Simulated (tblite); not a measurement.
C5H5FO2.
Atom-mapped SMILES: `[O:1]=[CH:2][O:3][C:4]1=[CH:5][CH2:6][C@H:7]1[F:8]` (hydrogens: H9 on C2; H10 on C5; H11, H12 on C6; H13 on C7)

Computed geometry: GFN2-xTB, gas phase.

(1) List the bond lengths, angles and torsions at this level.

Results:

(1) 
| bond | length (Å) | order |
| --- | --- | --- |
| O1=C2 | 1.192 | double |
| C2–O3 | 1.333 | single |
| O3–C4 | 1.366 | single |
| C4=C5 | 1.334 | double |
| C5–C6 | 1.510 | single |
| C6–C7 | 1.552 | single |
| C7–F8 | 1.368 | single |
| C4–C7 | 1.507 | single |
| C2–H9 | 1.102 | single |
| C5–H10 | 1.072 | single |
| C6–H11 | 1.088 | single |
| C6–H12 | 1.088 | single |
| C7–H13 | 1.093 | single |

Orders are formal, as drawn. A selection of angles:
| angle | degrees |
| --- | --- |
| O1–C2–O3 | 126.9 |
| C2–O3–C4 | 119.5 |
| O3–C4–C5 | 137.8 |
| O3–C4–C7 | 127.5 |
| C5–C4–C7 | 94.7 |
| C4–C5–C6 | 93.6 |
| C5–C6–C7 | 86.2 |
| C6–C7–F8 | 114.8 |
| C4–C7–C6 | 85.4 |
| C4–C7–F8 | 116.2 |

Torsions: O1–C2–O3–C4 1° (synperiplanar); C2–O3–C4–C5 -1° (synperiplanar); O3–C4–C5–C6 180° (antiperiplanar); C4–C5–C6–C7 2° (synperiplanar); C5–C6–C7–F8 -119° (anticlinal); O3–C4–C7–C6 180° (antiperiplanar).

Of the pairs four or more bonds apart, O1···C5 is among the closest relative to their van der Waals radii: 2.87 Å, 89 % of the sum of Bondi's values. The 4-membered ring C4–C5–C6–C7 has internal angles of 85.4° to 94.7° (sum 360°, against 360° for a flat polygon); it is almost planar, 0.01 Å rms from its mean plane, widest ring torsion 2°. The C–C distances run from 1.334 Å (C4=C5, drawn double) to 1.552 Å (C6–C7, drawn single), a spread of 0.218 Å. The C–O distances run from 1.192 Å (O1=C2, drawn double) to 1.366 Å (O3–C4, drawn single), a spread of 0.174 Å.

Point group: C1 (no symmetry element, even within 0.4 Å). Its GFN2-xTB frequencies are all real (lowest 47 cm⁻¹). One conformer, not necessarily the lowest. 3 starts were optimised and ended at 0.00, 0.72 and 0.73 kcal/mol (GFN2-xTB); the lowest of these is shown.

On one thread of an Arm Neoverse N1, shared host, this took 0.63 s wall. This is the geometry optimisation.
